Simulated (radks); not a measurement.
Initial-state core-level shifts of the bromine ion Br+ when its valence configuration changes from [Ar] 3d10 4s2 4p4. All-electron calculation, scalar-relativistic Kohn-Sham, r2SCAN, spin-polarised, spherical densities, finite nucleus; open shells are filled with parallel spins first; meta-GGA in the generalised Kohn-Sham scheme; Fermi nuclear charge, rms radius 4.1629 fm. Program: a radial shooting solver on a logarithmic mesh with Libxc functionals. Shifts are changes of the shell-averaged eigenvalues in eV (positive: less bound); the change of the density at the nucleus, which sets a Mossbauer isomer shift, is in e/bohr^3, on a base of 4.495e+04.

| valence | 1s | 2s | 2p | 3s | density at nucleus |
|---|---|---|---|---|---|
| 3d10 4p6 | -3.530 | -3.393 | -3.398 | -3.409 | -73.285 |
| 3d10 4s1 4p5 | -1.754 | -1.690 | -1.692 | -1.703 | -35.706 |
| 3d9 4s1 4p6 | -17.626 | -19.112 | -19.063 | -14.895 | -20.498 |
| 3d9 4s2 4p5 | -15.982 | -17.521 | -17.471 | -13.310 | +18.723 |
| 3d9.5 4s0.5 4p6 | -10.464 | -11.126 | -11.103 | -9.110 | -48.157 |
| 3d9.5 4s2 4p4.5 | -7.909 | -8.663 | -8.637 | -6.643 | +9.175 |
